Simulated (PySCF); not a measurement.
Basis-set dependence of population analyses: `F[SiH2]S[SiH2]F`

Species: F2H4SSi2.
Cartesian coordinates in Å at the PBE0-D3(BJ)/def2-SVP level; atoms count from 1:
```xyz
9
F2H4SSi2 angstrom
F     -1.8496    0.3737    1.5574
Si    -1.6036   -0.1461    0.0412
S      0.0775   -1.4625   -0.0318
Si     1.6217    0.0123   -0.0520
F      1.8429    0.5832   -1.5536
H     -2.7851   -0.9363   -0.3817
H     -1.3633    1.0560   -0.7973
H      2.8695   -0.6636    0.3774
H      1.2479    1.1658    0.8061
```

PBE0 throughout (PySCF), one geometry, spherical d and f functions. One conformer (not necessarily the lowest) at the PBE0-D3(BJ)/def2-SVP geometry, without solvent, vibrations or thermal averaging. Atoms taken as equivalent share a column and are averaged.

Mulliken charges (e):

| basis | functions | F1/F5 | Si2/Si4 | S3 | H6/H7/H8/H9 |
| --- | --- | --- | --- | --- | --- |
| STO-3G | 41 | -0.241 | +0.588 | -0.215 | -0.120 |
| 6-31G | 65 | -0.447 | +0.863 | -0.443 | -0.097 |
| pcSseg-0 | 65 | -0.481 | +0.901 | -0.656 | -0.046 |
| 6-31G* | 90 | -0.392 | +0.725 | -0.398 | -0.067 |
| cc-pVDZ | 102 | -0.311 | +0.551 | -0.299 | -0.045 |
| def2-SVP | 102 | -0.338 | +0.674 | -0.419 | -0.064 |
| aug-cc-pVDZ | 163 | -0.613 | +0.421 | -0.557 | +0.235 |
| 6-311+G(2d,p) | 183 | -0.443 | +0.631 | -0.231 | -0.036 |
| def2-TZVP | 197 | -0.314 | +0.475 | -0.284 | -0.010 |
| cc-pVTZ | 218 | -0.283 | +0.465 | -0.261 | -0.026 |
| IGLO-III | 242 | -0.473 | +1.101 | -0.664 | -0.148 |

IAO charges (e):

```csv
basis,functions,F1/F5,Si2/Si4,S3,H6/H7/H8/H9
STO-3G,41,-0.361,+0.765,-0.318,-0.122
6-31G,65,-0.496,+0.826,-0.361,-0.075
pcSseg-0,65,-0.480,+0.831,-0.394,-0.077
6-31G*,90,-0.521,+0.974,-0.420,-0.122
cc-pVDZ,102,-0.520,+0.964,-0.415,-0.118
def2-SVP,102,-0.519,+0.978,-0.419,-0.125
aug-cc-pVDZ,163,-0.534,+0.972,-0.413,-0.116
"6-311+G(2d,p)",183,-0.539,+0.998,-0.421,-0.124
def2-TZVP,197,-0.540,+1.012,-0.428,-0.129
cc-pVTZ,218,-0.536,+1.000,-0.427,-0.125
IGLO-III,242,-0.540,+1.004,-0.422,-0.126
```

Some averages cover members that differ in this geometry, most widely: H6/H7/H8/H9, Mulliken in aug-cc-pVDZ +0.185 to +0.286 e.

Which scheme is steadiest as the basis changes?

Largest range over the bases for any column: IAO 0.25 e, Mulliken 0.68 e. IAO charges move least and Mulliken charges most, counted in e. Without the minimal STO-3G basis the ranges are IAO 0.19, Mulliken 0.68 e.

How much do the charges still move between the two largest bases, cc-pVTZ and IGLO-III?

At most, over all atoms: Mulliken 0.637 e, IAO 0.004 e.

What do the same runs give for the total energy, the frontier levels and the dipole moment?

| basis | energy (Eh) | HOMO (eV) | LUMO (eV) | μ (D) |
| --- | --- | --- | --- | --- |
| STO-3G | -1164.7863 | -3.81 | 5.80 | 0.64 |
| 6-31G | -1178.6188 | -8.49 | -0.21 | 0.67 |
| pcSseg-0 | -1177.1915 | -8.71 | -0.21 | 0.95 |
| 6-31G* | -1178.7936 | -8.24 | 0.03 | 0.49 |
| cc-pVDZ | -1178.8516 | -8.27 | -0.10 | 0.09 |
| def2-SVP | -1178.3882 | -8.32 | -0.05 | 0.17 |
| aug-cc-pVDZ | -1178.8828 | -8.36 | -0.64 | 0.04 |
| 6-311+G(2d,p) | -1178.9655 | -8.38 | -0.68 | 0.12 |
| def2-TZVP | -1178.9966 | -8.37 | -0.50 | 0.08 |
| cc-pVTZ | -1178.9873 | -8.35 | -0.39 | 0.03 |
| IGLO-III | -1178.9922 | -8.32 | -0.41 | 0.11 |

The dipole is fixed by the density alone, so its range of 0.92 D shows that the density itself changes with the basis, not only its division among atoms.
